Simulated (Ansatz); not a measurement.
`F[Si](F)([SiH3])Br` + `NBF` → `F[Si](F)(F)[SiH3]` + `NBBr`  (redistribution)

Gas-phase electronic energies from Ansatz, PBE0-D4/def2-TZVP geometries. CCSD(T)/CBS is the MP2 limit (def2-TZVPP, def2-QZVPP) plus CCSD(T) − MP2 in def2-TZVPP, frozen cores. This one scheme is used for every species. Functionals use def2-TZVPP. B3LYP here is the variant with VWN-RPA as its local correlation; programs differ in this. HSE06 is defined as in plane-wave codes. For Br outer-core shells are correlated without core-valence functions, which leaves a few kJ/mol of doubt a bond. Scalar relativity is left out up to krypton. One conformer a species, not always the lowest.

| level | ΔE (kJ/mol) | difference from CCSD(T)/CBS |
| --- | --- | --- |
| LDA (SPW92) | 1.5 | 8.6 |
| PBE-D4 | 2.8 | 9.9 |
| revPBE-D4 | 2.3 | 9.4 |
| BLYP-D4 | 1.7 | 8.8 |
| r2SCAN-D4 | -1.8 | 5.3 |
| B97M-V | -1.7 | 5.4 |
| PBE0-D4 | 1.3 | 8.4 |
| r2SCANh-D4 | -1.9 | 5.2 |
| r2SCAN0-D4 | -2.1 | 5.0 |
| HSE06-D4 | 1.6 | 8.7 |
| BHLYP-D4 | 0.4 | 7.5 |
| CAM-B3LYP-D4 | -1.6 | 5.5 |
| ωB97X-V | -2.5 | 4.6 |
| ωB97M-V | -1.3 | 5.8 |
| B2PLYP | -5.2 | 1.9 |
| PBE-QIDH | -4.4 | 2.7 |
| PBE | 1.0 | 8.1 |
| revPBE | 0.8 | 7.9 |
| BLYP | -1.5 | 5.6 |
| r2SCAN | -2.2 | 4.9 |
| PBE0 | -0.5 | 6.6 |
| B3LYP | -2.4 | 4.7 |
| r2SCANh | -2.5 | 4.6 |
| r2SCAN0 | -2.7 | 4.4 |
| HSE06 | -0.2 | 6.9 |
| BHLYP | -3.6 | 3.5 |
| CAM-B3LYP | -3.6 | 3.5 |
| LC-ωPBE | -2.5 | 4.6 |
| RPA@PBE/def2-TZVPP | -10.4 | -3.3 |
| CCSD/def2-SVP | 9.7 | 16.8 |
| CCSD(T)/def2-SVP | 9.9 | 17.0 |
| HF/def2-TZVPP | -4.4 | 2.7 |
| MP2/def2-TZVPP | -9.4 | -2.3 |
| SCS-MP2/def2-TZVPP | -9.7 | -2.6 |
| CCSD/def2-TZVPP | -9.0 | -1.9 |
| CCSD(T)/def2-TZVPP | -8.9 | -1.8 |
| MP2/def2-QZVPP | -8.9 | -1.8 |
| SCS-MP2/def2-QZVPP | -9.4 | -2.3 |
| HF/CBS(def2) | -6.1 | 1.0 |
| MP2/CBS(def2) | -7.6 | -0.5 |
| CCSD(T)/CBS | -7.1 | 0 |

(1) What do rigid-rotor, harmonic-oscillator terms from PBE0-D4/def2-TZVP frequencies (298.15 K, 1 bar) make of the CCSD(T)/CBS value? (An estimate is asked.)

Largest T1 diagnostic among the species: 0.013.

## Answers

(1) Ansatz gave: ΔZPE = +0.2 kJ/mol, ΔH = -7.8 kJ/mol, ΔS = -10 J/(mol·K), ΔG = -4.7 kJ/mol.

The D4 term adds +3.1 kJ/mol with B3LYP and +1.7 kJ/mol with PBE0; it sums over pairs of atoms, weighted by their polarisabilities, and B3LYP, whose exchange is more repulsive, gets the larger term. Leaving LDA and LC-ωPBE aside and taking each functional with its dispersion term where it has one, the values spread over 8.0 kJ/mol, from B2PLYP to PBE-D4. At CCSD(T), def2-SVP lies +17.0 kJ/mol from the extrapolated value and def2-TZVPP −1.8 kJ/mol.
